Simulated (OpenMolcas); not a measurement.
An atom or ion with 24 electrons was computed by MS-CASPT2, IPEA 0.25 Eh, imaginary shift 0.1 Eh with spin-orbit coupling (OpenMolcas, ANO-RCC-VTZP, DKH2). The lowest levels that the run gave, each within 12 % of the measured value where one is at hand:

```csv
J,Parity,E (cm⁻¹),g
4,even,0.0,1.501
3,even,657,1.501
2,even,1111,1.501
1,even,1402,1.501
0,even,1544,
2,even,23590,1.500
6,even,24680,1.166
5,even,24990,1.037
4,even,25200,0.823
1,even,25520,1.499
4,even,26290,1.223
0,even,26300,
```

Problem. Which ion is it, and what are the configurations and terms?

Solution. Co³⁺ (Z = 27, charge +3; active space 6 electrons in 5 orbitals (3d)). J, parity and g give the terms where levels are pure, and mixed ones are named by the computed weights; the size of the splittings, set against known spectra of the 24-electron sequence, gives the charge. In order, with the measured energies in cm⁻¹ (Sugar and Corliss, J. Phys. Chem. Ref. Data 10, 1097 (1981)): 3d⁶ ⁵D₄, 3d⁶ ⁵D₃ (639), 3d⁶ ⁵D₂ (1078), 3d⁶ ⁵D₁, 3d⁶ ⁵D₀ (1494), 3d⁶ ³P₂(1) (22883), 3d⁶ ³H₆ (23680), 3d⁶ ³H₅ (24032), 3d⁶ ³H₄ (24272), 3d⁶ ³P₁(1) (24729), 3d⁶ ³F₄(1) (25396), 3d⁶ ³P₀(1) (25449).

CASPT2 does not keep the components of a term degenerate, so their means are used; among the terms shown or strongly mixed into the levels shown the widest spread is 240 cm-1 (3d⁶ ³H). Terms from blocks run as CI alone lack orbitals of their own. Computed and measured levels are paired by configuration, term and J; levels that our copy of the source lacks, or whose pairing is in doubt (as where it misses far off the trend of its configuration), stay unpaired and out of the deviations. Levels of configurations outside the active space are missing.

A number in round brackets counts repeated terms of one configuration in the order of the reference energies.
